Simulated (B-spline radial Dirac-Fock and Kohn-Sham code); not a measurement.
Model: Dirac-Fock ΔSCF + Breit + QED. Program: a radial atomic solver. Electron correlation is not included.

Question: An atom or ion in its tabulated ground configuration has these computed binding energies (the last is its least bound level). Which is it?

| level | binding energy (eV) |
| --- | --- |
| 1s | 1962.9 |
| 2s | 254.6 |
| 2p | 206.6 |

Answer: Si⁵⁺: Z = 14 with 9 electrons, [He] 2s2 2p5. The hydrogen-like estimate √(E/Ry) = 12.0 for the K level lies 2.0 below Z; the outermost level, at 206.6 eV, fixes the charge.

Question: An atom or ion in its tabulated ground configuration has these computed binding energies (the last is its least bound level). Which is it?

```
level  binding energy (eV)
   1s              15647.3
   2s               3162.9
2p1/2               2980.2
2p3/2               2924.8
```

Answer: Kr²⁶⁺: Z = 36 with 10 electrons, [He] 2s2 2p6. The hydrogen-like estimate √(E/Ry) = 33.9 for the K level lies 2.1 below Z; the outermost level, at 2924.8 eV, fixes the charge.
